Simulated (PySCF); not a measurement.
**`C=C1C[C@H](Cl)[C@H]1C#N`, C$_{6}$H$_{6}$ClN**

Cartesian coordinates in Å; atom numbers follow the order of the lines, from 1:
```xyz
14

C     0.690   -1.907   -0.342
C     0.071   -0.761   -0.165
C    -1.227   -0.341    0.470
C    -0.785    1.124    0.331
Cl   -1.909    2.189   -0.537
C     0.451    0.674   -0.487
C     1.722    1.111    0.017
N     2.727    1.444    0.448
H     1.657   -1.961   -0.813
H     0.252   -2.835   -0.018
H    -1.393   -0.684    1.490
H    -2.100   -0.585   -0.133
H    -0.533    1.614    1.271
H     0.376    0.916   -1.551
```

Computed, not measured: PySCF, TDDFT B3LYP/aug-cc-pVDZ circular dichroism and optical rotation, one conformer, gas phase. Geometry: GFN2-xTB.

Problem. Draw the ECD and absorption spectra from the lowest 16 states, each a Gaussian of half-width 0.2 eV at 1/e height.

Solution. 
```
E (eV)  λ (nm)  Δε (L mol⁻¹ cm⁻¹)  ε (L mol⁻¹ cm⁻¹)
  5.73     216              -0.06                18
  5.88     211              -1.33               438
  6.03     206             -10.07              3480
  6.18     201             -21.78              9260
  6.33     196              -4.09              9200
  6.48     191             +15.62              5600
  6.63     187              +6.53              4520
  6.78     183              -2.55              2840
  6.93     179              -1.01              1050
  7.08     175              +3.70              1440
  7.23     172              -1.77              4050
  7.38     168             -22.27              7040
```
Δε uses R in velocity form, ε uses f in length form. Only the states computed contribute, so the short-wavelength end is incomplete.
